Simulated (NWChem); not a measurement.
System: CHClFNOSi; SMILES N#CO[Si@@H](F)Cl

NWChem printed, in part:

```
             Northwest Computational Chemistry Package (NWChem) 7.3.0
             --------------------------------------------------------

                             Geometry "geometry" -> ""
                             -------------------------

 Output coordinates in angstroms (scale by  1.889725989 to convert to a.u.)

  No.       Tag          Charge          X              Y              Z
 ---- ---------------- ---------- -------------- -------------- --------------
    1 N                    7.0000     0.26670400    -3.27504000    -0.11246200
    2 C                    6.0000     0.37082500    -2.13520100     0.07815000
    3 O                    8.0000     0.51791700    -0.88095200     0.30511900
    4 Si                  14.0000    -0.36084600     0.39540600    -0.36887800
    5 F                    9.0000    -1.76670000     0.45641900     0.39561400
    6 Cl                  17.0000     0.71737600     2.05285700     0.03646600
    7 H                    1.0000    -0.57397100     0.15343800    -1.80265800

 Effective nuclear repulsion energy (a.u.)     341.1568972332

                              NWChem Property Module
                              ----------------------

                                 NWChem DFT Module
                                 -----------------

 Summary of "ao basis" -> "ao basis" (spherical)
 ------------------------------------------------------------------------------
       Tag                 Description            Shells   Functions and Types
 ---------------- ------------------------------  ------  ---------------------
 N                           sto-3g                  3        5   2s1p
 C                           sto-3g                  3        5   2s1p
 O                           sto-3g                  3        5   2s1p
 Si                          sto-3g                  5        9   3s2p
 F                           sto-3g                  3        5   2s1p
 Cl                          sto-3g                  5        9   3s2p
 H                           sto-3g                  1        1   1s

            General Information
            -------------------
          SCF calculation type: DFT
          Wavefunction type:  closed shell.
          No. of atoms     :     7
          No. of electrons :    62
           Alpha electrons :    31
            Beta electrons :    31
          Charge           :     0
          Spin multiplicity:     1
          Use of symmetry is: off; symmetry adaption is: off
          Maximum number of iterations: 150
          AO basis - number of functions:    39
                     number of shells:    23
          Convergence on energy requested:  1.00D-06
          Convergence on density requested:  1.00D-05
          Convergence on gradient requested:  5.00D-04

              XC Information
              --------------
                         B3LYP Method XC Potential
                     Hartree-Fock (Exact) Exchange  0.200
                        Slater Exchange Functional  0.800 local
                    Becke 1988 Exchange Functional  0.720 non-local
              Lee-Yang-Parr Correlation Functional  0.810
                  VWN I RPA Correlation Functional  0.190 local

             Grid Information
             ----------------
          Grid used for XC integration:  medium
          Radial quadrature: Mura-Knowles
          Angular quadrature: Lebedev.
          Tag              B.-S. Rad. Rad. Pts. Rad. Cut. Ang. Pts.
          ---              ---------- --------- --------- ---------
          N                   0.65       49          10.0       434
          C                   0.70       49          10.0       434
          O                   0.60       49           8.0       434
          Si                  1.10       88           8.0       590
          F                   0.50       49          10.0       434
          Cl                  1.00       88          10.0       590
          H                   0.35       45           9.0       434
          Grid pruning is: on
          Number of quadrature shells:   417
          Spatial weights used:  Erf1

      Superposition of Atomic Density Guess
      -------------------------------------

 Sum of atomic energies:       -1003.04278628

      Non-variational initial energy
      ------------------------------

 Total energy =   -1003.754393
 1-e energy   =   -2077.491327
 2-e energy   =     732.580037
 HOMO         =      -0.197349
 LUMO         =       0.289734

   convergence    iter        energy       DeltaE   RMS-Dens  Diis-err
 ---------------- ----- ----------------- --------- --------- ---------
 d= 0,ls=0.0,diis     1  -1005.8633949271 -1.35D+03  9.81D-02  1.78D+00
 d= 0,ls=0.0,diis     2  -1004.8468301232  1.02D+00  7.36D-02  9.11D+00
 d= 0,ls=0.0,diis     3  -1006.1515777851 -1.30D+00  1.37D-02  2.33D-01
 d= 0,ls=0.0,diis     4  -1006.1819128681 -3.03D-02  4.04D-03  2.44D-02
 d= 0,ls=0.0,diis     5  -1006.1853104427 -3.40D-03  1.17D-03  7.46D-04
  Resetting Diis
 d= 0,ls=0.0,diis     6  -1006.1854718367 -1.61D-04  2.01D-04  8.93D-05
 d= 0,ls=0.0,diis     7  -1006.1854828623 -1.10D-05  1.95D-04  7.97D-06
 d= 0,ls=0.0,diis     8  -1006.1854790666  3.80D-06  1.32D-04  3.55D-05
 d= 0,ls=0.0,diis     9  -1006.1854839297 -4.86D-06  2.45D-05  1.37D-06
 d= 0,ls=0.0,diis    10  -1006.1854841162 -1.87D-07  4.78D-06  1.63D-08

         Total DFT energy =    -1006.185484116229
      One electron energy =    -2071.556880160715
           Coulomb energy =      805.316232469844
    Exchange-Corr. energy =      -81.101733658569
 Nuclear repulsion energy =      341.156897233211

 Numeric. integr. density =       62.000002275305

                       DFT Final Molecular Orbital Analysis
                       ------------------------------------

 Vector   29  Occ=2.000000D+00  E=-2.704880D-01
              MO Center= -7.4D-01, -9.0D-01,  7.2D-02, r^2= 5.9D+00
   Bfn.  Coefficient  Atom+Function         Bfn.  Coefficient  Atom+Function
  ----- ------------  ---------------      ----- ------------  ---------------
    29      0.550537  5 F  pz                 2      0.473343  1 N  s
     4     -0.380338  1 N  py                27      0.317632  5 F  px
    28      0.302026  5 F  py                36      0.278917  6 Cl px
    39      0.213298  7 H  s                  7     -0.186696  2 C  s
     9      0.162461  2 C  py                14     -0.126327  3 O  py

 Vector   30  Occ=2.000000D+00  E=-2.257686D-01
              MO Center=  2.6D-01, -1.9D+00,  9.1D-02, r^2= 2.7D+00
   Bfn.  Coefficient  Atom+Function         Bfn.  Coefficient  Atom+Function
  ----- ------------  ---------------      ----- ------------  ---------------
    13     -0.432641  3 O  px                 3      0.421724  1 N  px
    15     -0.396316  3 O  pz                 5      0.370282  1 N  pz
     8      0.268911  2 C  px                10      0.242909  2 C  pz
    28      0.205293  5 F  py                12     -0.197448  3 O  s
    39     -0.164948  7 H  s                  4     -0.155415  1 N  py

 Vector   31  Occ=2.000000D+00  E=-2.133975D-01
              MO Center=  3.3D-01, -2.0D+00,  8.0D-02, r^2= 2.2D+00
   Bfn.  Coefficient  Atom+Function         Bfn.  Coefficient  Atom+Function
  ----- ------------  ---------------      ----- ------------  ---------------
    15      0.502237  3 O  pz                 5     -0.451668  1 N  pz
    13     -0.444934  3 O  px                 3      0.408460  1 N  px
    10     -0.240740  2 C  pz                 8      0.216892  2 C  px
    27     -0.145123  5 F  px                39      0.101166  7 H  s
    37     -0.060224  6 Cl py                28      0.059144  5 F  py

 Vector   32  Occ=0.000000D+00  E= 9.995386D-02
              MO Center=  7.5D-02,  3.9D-01, -2.0D-01, r^2= 3.3D+00
   Bfn.  Coefficient  Atom+Function         Bfn.  Coefficient  Atom+Function
  ----- ------------  ---------------      ----- ------------  ---------------
    21      0.999451  4 Si s                 37      0.598974  6 Cl py
    12     -0.480519  3 O  s                 39     -0.434099  7 H  s
    22      0.368707  4 Si px                35     -0.360516  6 Cl s
    36      0.339519  6 Cl px                 7      0.294196  2 C  s
    27     -0.292327  5 F  px                23      0.252121  4 Si py

 Vector   33  Occ=0.000000D+00  E= 1.591295D-01
              MO Center=  2.0D-02, -1.1D+00, -1.4D-01, r^2= 4.4D+00
   Bfn.  Coefficient  Atom+Function         Bfn.  Coefficient  Atom+Function
  ----- ------------  ---------------      ----- ------------  ---------------
    23      0.757798  4 Si py                 8     -0.489602  2 C  px
     3      0.481302  1 N  px                10     -0.380437  2 C  pz
     5      0.376386  1 N  pz                12      0.333175  3 O  s
    36      0.280129  6 Cl px                19     -0.231238  4 Si py
    37      0.212982  6 Cl py                28     -0.209905  5 F  py

 Vector   34  Occ=0.000000D+00  E= 1.735236D-01
              MO Center=  2.0D-01, -2.2D+00, -5.3D-03, r^2= 2.3D+00
   Bfn.  Coefficient  Atom+Function         Bfn.  Coefficient  Atom+Function
  ----- ------------  ---------------      ----- ------------  ---------------
    10     -0.610540  2 C  pz                 5      0.575341  1 N  pz
     8      0.520226  2 C  px                 3     -0.490094  1 N  px
    22     -0.290946  4 Si px                15      0.219809  3 O  pz
    27     -0.215769  5 F  px                24      0.213051  4 Si pz
    26     -0.162929  5 F  s                 13     -0.162031  3 O  px

     Multipole analysis of the density
     ---------------------------------

     L   x y z        total         alpha         beta         nuclear
     -   - - -        -----         -----         ----         -------
     0   0 0 0     -0.000000    -31.000000    -31.000000     62.000000

     1   1 0 0     -0.613634      0.728289      0.728289     -2.070212
     1   0 1 0      0.946994     -1.332477     -1.332477      3.611947
     1   0 0 1     -0.442087      0.406236      0.406236     -1.254559

     2   2 0 0    -31.942253    -91.786626    -91.786626    151.630999
     2   1 1 0     -0.770593     -2.487830     -2.487830      4.205067
     2   1 0 1      0.345008      3.242449      3.242449     -6.139890
     2   0 2 0    -45.093088   -351.751076   -351.751076    658.409064
     2   0 1 1     -1.014984     -0.517813     -0.517813      0.020641
     2   0 0 2    -30.292830    -28.458859    -28.458859     26.624887

 *** CALLING NEW AORESP DRIVER FOR CLOSED AND OPEN SHELLS ***
 Entering AOResponse driver routine

--------------------------------------------------------------------------------

          -----------------------------------------------
          Solving response equations for perturbing field
          -----------------------------------------------

 number of frequencies:     1
 frequency in a.u.:  0.7730000E-01
 Perturbing field: electric
 Using El. Dipole Length Gauge

 Setting up CPKS with frequency omega =      0.07730000 a.u.

                            NWChem Dynamic CPHF Module
                            --------------------------

    scftype = RHF
    nclosed =   31
      nopen =    0
  variables =      496
  num. vecs =        3
  tolerance =   1.0D-04
  max. iter =   50

 SCF residual:    6.2147305641706524E-005

Iterative solution of linear equations
  No. of variables      496
  No. of equations        3
  Maximum subspace       30
       Convergence  1.0D-04

   iter   nsub   residual    time
   ----  ------  --------  ---------
     1      3    1.17D+01      11.2
     2      6    5.53D+00      15.6
     3      9    7.95D-02      20.0
     4     12    5.87D-03      22.7
     5     15    4.67D-04      25.5
     6     18    4.18D-05      28.2

 Electric Dipole Response Matrix (nonzero elements):

              1        2        3
    1   17.2474   3.5971   1.2596
    2    3.5971  44.1119   2.6614
    3    1.2596   2.6615  13.5254

 ------------------------------------------
 average:        24.96158 + I       0.00000

 DFT Linear Response polarizability / au
 Frequency  =       0.0773000 / au
 Wavelength =     589.4353558 / nm
              X              Y              Z
 -----------------------------------------------
 X      17.2473801      3.5970638      1.2596204
 Y       3.5970551     44.1119196      2.6614405
 Z       1.2595984      2.6614530     13.5254399
 -----------------------------------------------
 Eigenvalues =      16.9908734     44.8363792     13.0574869
 Isotropic   =      24.9615799
 Anisotropic =      30.0061804
 -----------------------------------------------

 Magnetic Dipole Response Matrix (nonzero elements):
```

Level: B3LYP/STO-3G. STO-3G and 3-21G are far too small for this property and stand as cheap habits. Geometry: optimised at PBE0/def2-SVP.

**Question.** Write an input that gives this output.

**Answer.** Several could match; the one computed here: the input that was run:
```
start job
memory heap 200 mb stack 900 mb global 1100 mb
geometry units angstroms noautosym nocenter noautoz
  N      0.266704    -3.275040    -0.112462
  C      0.370825    -2.135201     0.078150
  O      0.517917    -0.880952     0.305119
  Si    -0.360846     0.395406    -0.368878
  F     -1.766700     0.456419     0.395614
  Cl     0.717376     2.052857     0.036466
  H     -0.573971     0.153438    -1.802658
end
basis spherical
  N library sto-3g
  C library sto-3g
  O library sto-3g
  Si library sto-3g
  F library sto-3g
  Cl library sto-3g
  H library sto-3g
end
dft
  xc b3lyp
  iterations 150
end
property
  response 1 0.0773
end
task dft property
```
